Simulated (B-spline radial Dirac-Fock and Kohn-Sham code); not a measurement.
# Photoelectron lines of Ga⁷⁺ at 2200 eV

System: Ga⁷⁺, [Ar] 3d6.

Input of the calculation (task.json; shells as n, l, electrons):

```json
{"items": [{
  "Z": 31,
  "q": 7,
  "cfg": [[1, 0, 2], [2, 0, 2], [2, 1, 6], [3, 0, 2], [3, 1, 6], [3, 2, 6]],
  "A": 69,
  "rrms": 3.9973,
  "do": ["binding", "quiet", "photo", "scan"],
  "hv": [30.1, 30.8, 38.5, 43.2, 54.6, 57.3, 283.0, 444.0, 828.0, 1000.0, 2200.0, 2370.0, 2660.0, 3500.0, 3740.0, 6220.0, 6320.0, 6730.0, 40000.0, 52000.0, 58300.0, 67000.0, 87200.0, 90700.0]
}]}
```

Command: `python xray_run.py task.json out`

Method: a relativistic central-field model (Hartree-Slater potential of the initial state, Latter tail, multipole expansion of the photon field, Dirac-Fock thresholds). Computed with a radial atomic solver. The asymmetry parameter β is from the dipole term alone. Kinetic energies are from the vacuum level. Open shells are spread statistically over j, without multiplet splitting.

The last column is dσ/dΩ = σ/(4π) · [1 − (β/2) P₂(cos θ)] at θ = 90° from the beam of unpolarised light.

```csv
subshell,electrons,binding (eV),kinetic (eV),σ (kb),β,dσ/dΩ (kb/sr)
2s,2,1481.5,718.5,45.1,2.00,5.38
2p1/2,2,1319.9,880.1,54.3,1.45,5.88
2p3/2,4,1292.7,907.3,?,?,?
3s,2,319.3,1880.7,8.11,2.00,0.968
3p1/2,2,263.9,1936.1,6.48,1.46,0.703
3p3/2,4,259.8,1940.2,12.4,1.48,1.35
3d3/2,2.4,173.6,2026.4,1.22,0.89,0.118
3d5/2,3.6,173.0,2027.0,1.78,0.87,0.172
```

Problem. What are σ and β for 2p3/2?

Solution. σ = 104 kb, the largest of all subshells and 44 % of the total, and β = 1.47, which gives dσ/dΩ = 11.3 kb/sr.

Run: 4.0 s of CPU time on 1 thread of Neoverse-N1 (shared host), peak memory 0.31 GiB.
